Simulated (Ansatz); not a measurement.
Computed with Ansatz on PBE0-D4/def2-TZVP structures; ΔE is electronic, products minus reactants. CBS: MP2 limit from def2 TZ/QZ plus the TZ coupled-cluster correction, frozen cores. Functionals use def2-TZVPP. One conformer a species, not always the lowest.

Reaction (ligand exchange at a B–N bond): `BNBNC` + `CCNC` → `BN(C)CC` + `CNBN`

`BNBNC`:

```xyz
13

B     1.789   -0.564    0.482
N     0.585   -1.282    0.484
B    -0.692   -1.041   -0.163
N    -1.197    0.212   -0.507
C    -0.673    1.533   -0.246
H     1.868    0.489   -0.078
H     2.745   -1.035    1.030
H     0.642   -2.200    0.902
H    -1.385   -1.991   -0.405
H    -2.075    0.212   -0.997
H    -0.047    1.904   -1.063
H    -1.494    2.238   -0.098
H    -0.066    1.527    0.659
```

`CCNC`:

Cartesian coordinates in Å:
```
C -1.712 -0.467 -0.562
C -0.207 -0.309 -0.535
N 0.212 0.523 0.572
C 1.647 0.652 0.675
H -2.199 0.509 -0.625
H -2.027 -1.069 -1.417
H -2.072 -0.965 0.344
H 0.131 0.172 -1.460
H 0.272 -1.306 -0.515
H -0.163 0.148 1.435
H 1.907 1.240 1.557
H 2.182 -0.312 0.732
H 2.029 1.186 -0.200
```

`BN(C)CC`:

Z-matrix (Å, degrees):
```
C
N 1 1.447
H 1 1.096 2 110.8
H 1 1.096 2 110.8 3 119.3
H 1 1.088 2 109.9 3 -120.3
C 2 1.455 1 111.5 3 -59.6
B 2 1.386 1 122.0 3 120.4
C 6 1.510 2 115.7 1 -179.6
H 6 1.099 2 108.0 1 -56.6
H 6 1.099 2 108.0 1 57.3
H 7 1.194 2 120.9 1 -180.0
H 7 1.198 2 118.0 1 0.1
H 8 1.092 6 109.0 2 179.8
H 8 1.091 6 111.7 2 60.3
H 8 1.091 6 111.7 2 -60.6
```

`CNBN`:

Z-matrix (Å, degrees):
```
C
N 1 1.440
H 1 1.096 2 112.2
H 1 1.096 2 112.2 3 121.6
H 1 1.091 2 109.0 3 -119.2
B 2 1.407 1 125.7 3 119.2
H 2 1.008 1 114.2 3 -60.8
N 6 1.411 2 123.0 1 -180.0
H 6 1.201 2 118.5 1 0.0
H 8 1.005 6 124.6 2 -0.0
H 8 1.002 6 121.8 2 -180.0
```

```json
{"level": "BLYP-D4", "ΔE (kJ/mol)": "-34.8"}
{"level": "PBE0", "ΔE (kJ/mol)": "-35.5"}
```

(1) What does CCSD(T)/CBS give? (An estimate is asked.)

Largest T1 diagnostic among the species: 0.013.

Answers

(1) The calculation gave: -35.1 kJ/mol. The listed levels differ from it by 0.3, -0.4 kJ/mol.

In def2-TZVPP, CCSD(T) changes the Hartree–Fock value by −11.5 kJ/mol (the triples alone add −1.4 kJ/mol) and MP2 by −14.2 kJ/mol. Leaving LDA and LC-ωPBE aside and taking each functional with its dispersion term where it has one, the values, not all of them listed here, spread over 5.0 kJ/mol, from PBE-D4 to BHLYP-D4. LDA lies −10.2 kJ/mol from PBE without D4. At CCSD(T), def2-SVP lies +3.2 kJ/mol from the extrapolated value and def2-TZVPP +0.5 kJ/mol.
